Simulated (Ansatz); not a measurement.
Ansatz (a quantum-chemistry and plane-wave program) input (PBE0/def2-SVP):

Ansatz 0.2 input:
```yaml
crystal:
  periodic: [false, false, false]
  atoms:
    - {symbol: Si, position_ang: [0.03127304, 0.01096385, 0.01039759]}
    - {symbol: C, position_ang: [1.60930630, -0.92719534, -0.07727084]}
    - {symbol: C, position_ang: [-1.40887144, -0.86641574, -0.77581069]}
    - {symbol: O, position_ang: [-0.44980312, 0.24853163, 1.57728874]}
    - {symbol: O, position_ang: [0.37636572, 1.44105708, -0.74650600]}
    - {symbol: H, position_ang: [1.73347167, -1.90282125, 0.38027212]}
    - {symbol: H, position_ang: [2.48166437, -0.55903426, -0.60505659]}
    - {symbol: H, position_ang: [-1.23262162, -1.03291371, -1.83974761]}
    - {symbol: H, position_ang: [-2.32555767, -0.28139398, -0.66687523]}
    - {symbol: H, position_ang: [-1.57799188, -1.83517973, -0.30160725]}
    - {symbol: H, position_ang: [0.19930125, 0.61689073, 2.18256534]}
    - {symbol: H, position_ang: [-0.33119883, 2.08591524, -0.82288964]}
basis:
  gaussian:
    orbitals: def2-SVP
hamiltonian:
  xc: {name: PBE0}
magnetization: {spin_polarized: true, initial_magnetization: 1}
```

Output:

```
Functional definition: PBE0
integrals: 0.07 GiB planned
1083 factors; integrals over basis functions are off by at most 1.3e-3 eV
mean field: 0.73 GiB planned
mean field evaluation 1: about -14132.8594 eV, gradient 5.2e1 eV
mean field evaluation 2: about -14128.0395 eV, gradient 6.4e1 eV
mean field evaluation 4: about -14143.4950 eV, gradient 1.3e0 eV
mean field evaluation 8: about -14143.6589 eV, gradient 1.7e-1 eV
mean field evaluation 16: about -14143.6591 eV, gradient 9.2e-5 eV
mean field -14143.65910191 eV, -519.7698850788 hartree, gradient 2.9e-5 eV, S^2 0.753758; 0 other end points of the search recorded, 0 dependent functions left out
reference -14143.65912907 eV, -519.7698860767 hartree; 25, 24 occupied and 84, 85 virtual orbitals, 1083 factors
Total energy: -14143.65912907 eV, -519.7698860767 hartree
```

It need not be the lowest isomer of its formula.
